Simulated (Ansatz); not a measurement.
## Telling isomers of C2H5BrSi apart by their spectra

These gas-phase data were calculated for one isomer of C2H5BrSi at B3LYP-D3(BJ)/def2-SVP (harmonic, unscaled wavenumbers; equilibrium rotational constants with average atomic masses):

- rotational constants: 8.342, 1.624, 1.382 GHz
- all wavenumbers above 1500 cm⁻¹: 3199, 3135, 2234, 2233, 2232, 1635

Candidates:

(1) `[SiH3]/C=C\Br`, a singlet
(2) `C=C([SiH3])Br`, a singlet
(3) `[SiH3]/C=C/Br`, a singlet

Question: Which candidate do the data belong to? Where the bands don't settle it, estimate the moments of inertia from typical bond lengths.

Answer: Candidate (1). The rotational constants decide: (2) would give 6.013, 1.992, 1.523 GHz; (3) would give 32.78, 0.9649, 0.9476 GHz.

The same quantities for all candidates:

```
     rotational constants (GHz)         wavenumbers above 1500 cm⁻¹  E above the lowest, B3LYP-D3(BJ)/def2-SVP (kcal/mol)
(1)         8.342, 1.624, 1.382  3199, 3135, 2234, 2233, 2232, 1635                                                   0.4
(2)         6.013, 1.992, 1.523  3229, 3131, 2244, 2243, 2228, 1663                                                   0.1
(3)       32.78, 0.9649, 0.9476  3197, 3154, 2233, 2224, 2220, 1632                                                   0.0
```

Harmonic stretches to hydrogen usually lie a few per cent above observed fundamentals. Programs: Ansatz 0.2.0.
